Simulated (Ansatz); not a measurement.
Cost and result for the atomization energy of C2H5AlCl2 (`C[CH2][Al]([Cl])[Cl]`) (10 atoms, 9 bonds).

```xyz
10

C    -0.3168    0.6716   -1.1497
C    -0.4777   -0.4654   -0.1427
Al    0.7046   -0.4115    1.3935
Cl    2.1182    1.1105    1.6432
Cl    0.6246   -1.8791    2.8814
H    -1.0142    0.5674   -1.9855
H     0.6922    0.7027   -1.5671
H    -0.4982    1.6464   -0.6914
H    -1.5037   -0.5032    0.2440
H    -0.3287   -1.4393   -0.6257
```

The species carries charge 0 and has multiplicity 1. The structure was optimised at the PBE0-D4/def2-TZVP level. It is one conformer, not always the lowest. Program: Ansatz. All runs use 4 threads of an Intel Xeon Platinum 8259CL on a shared host. Times are those of one run each, without the atoms' runs, and a repeat can differ threefold. Electronic energies, without spin–orbit coupling; frozen cores. CCSD(T)/CBS adds CCSD(T) − MP2 in def2-TZVPP to the MP2 limit, and its time is that of the two runs behind it. T1 = 0.009.

CCSD(T)/CBS is a level of theory with its own doubt, some kJ/mol a heavy atom from the limit and from the frozen cores, so smaller differences don't rank the functionals.

| level | functions | wall time | atomization (kcal/mol) | difference from CCSD(T)/CBS | per bond |
| --- | --- | --- | --- | --- | --- |
| LDA (SPW92)/def2-TZVPP | 258 | 1.6 s | 983.5 | 104.8 | 11.7 |
| revPBE-D4/def2-TZVPP | 258 | 2.2 s | 868.1 | -10.6 | -1.2 |
| BLYP-D4/def2-TZVPP | 258 | 2.7 s | 864.8 | -13.9 | -1.5 |
| PBE-D4/def2-TZVPP (with forces) | 258 | 2.8 s | 887.2 | 8.5 | 0.9 |
| CCSD(T)/def2-SVP | 107 | 3.4 s | 836.0 | -42.7 | -4.7 |
| PBE0-D4/def2-TZVPP | 258 | 3.8 s | 880.1 | 1.4 | 0.2 |
| BHLYP-D4/def2-TZVPP | 258 | 4.7 s | 857.1 | -21.6 | -2.4 |
| r2SCANh-D4/def2-TZVPP | 258 | 5.5 s | 879.7 | 1.0 | 0.1 |
| CAM-B3LYP-D4/def2-TZVPP | 258 | 5.5 s | 875.8 | -2.9 | -0.3 |
| PBE-QIDH/def2-TZVPP | 258 | 6 s | 877.9 | -0.8 | -0.1 |
| MP2/def2-QZVPP | 474 | 26 s | 885.7 | 7.0 | 0.8 |
| CCSD(T)/def2-TZVPP | 258 | 91 s | 856.9 | -21.8 | -2.4 |
| CCSD(T)/CBS(def2) | – | 120 s | 878.7 | 0.0 | 0.0 |

At CCSD(T), def2-SVP lies −42.7 kcal/mol from the extrapolated value and def2-TZVPP −21.8 kcal/mol: correlation converges slowly with the basis, and small sets miss more of it in the bonded molecule than in its fragments. From r2SCAN to r2SCAN0 (25 % exact exchange), in def2-TZVPP and without D4, the atomization energy moves by −8.8 kcal/mol: exact exchange takes away binding that semilocal exchange gives to molecules. The D4 term adds +8.7 kcal/mol with B3LYP and +4.7 kcal/mol with PBE0; it sums over pairs of atoms, weighted by their polarisabilities, and B3LYP, whose exchange is more repulsive, gets the larger term.

B3LYP here is the variant with VWN-RPA as its local correlation; programs differ in this.
